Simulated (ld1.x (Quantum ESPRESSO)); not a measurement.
**iron (Fe), RRKJ: configuration errors across variants**

* Element: Fe
* Generator: ld1.x (Quantum ESPRESSO) 7.5
* Type: norm-conserving RRKJ (Kleinman–Bylander form)
* Functional: LDA (PZ)
* Relativity: fully relativistic
* Frozen core: [Ar]
* Valence charge: 8
* Reference configuration: 3d6 4s2 4p0
* Partial waves: 4p (bound, empty): rc 3.05 bohr; 3d (bound): rc 1.65 bohr; 4s (bound): rc 2.30 bohr
* Local potential: the s channel
* Core correction: a·sin(br)/r model core, default radius (core density twice the valence density)

Open shells are filled in proportion to 2j + 1 (rel_dist='average').

All-electron excitation energies from the reference (eV): (1) 3d6 4s1 4p0 8.981; (2) 3d6 4s0 4p0 25.473; (3) 3d5 4s0 4p0 60.002; (4) 3d4 4s0 4p0 113.379; (5) 3d6.5 4s1.5 4p0 -0.749; (6) 3d5 4s2 4p0 14.475; (7) 3d7 4s1 4p0 -0.829.

Errors AE − PS in meV (a dash: test not solved or not reliable):

```tsv
change	(1)	(2)	(3)	(4)	(5)	(6)	(7)	bound ghosts
base	-3.0	-27	-387	-1436	-53	-239	-185	none
wave 3d (bound): rc 1.65 bohr becomes 3d (bound): rc 1.10 bohr	-6.8	-48	-477	-2356	-77	-407	-259	none
wave 3d (bound): rc 1.65 bohr becomes 3d (bound): rc 1.26 bohr	-5.9	-43	-459	-2163	-72	-372	-244	none
wave 3d (bound): rc 1.65 bohr becomes 3d (bound): rc 1.52 bohr	-4.1	-33	-417	-1728	-60	-292	-209	none
wave 3d (bound): rc 1.65 bohr becomes 3d (bound): rc 1.76 bohr	-1.8	-21	-345	-1061	-42	-171	-152	none
wave 3d (bound): rc 1.65 bohr becomes 3d (bound): rc 2.06 bohr	+0.5	-11	-214	+9.7	-11	+21	-53	none
wave 3d (bound): rc 1.65 bohr becomes 3d (bound): rc 2.26 bohr	+1.0	-14	-74	+1007	+20	+198	+48	none
```

Task: Give the same row for: wave 3d (bound): rc 1.65 bohr becomes 3d (bound): rc 2.42 bohr.

Result: 0.0, -27, +66, +1922, +49, +356, –; bound ghosts: none. Not counted: 3d7 4s1 4p0 (solver errors, printed error -494 eV).
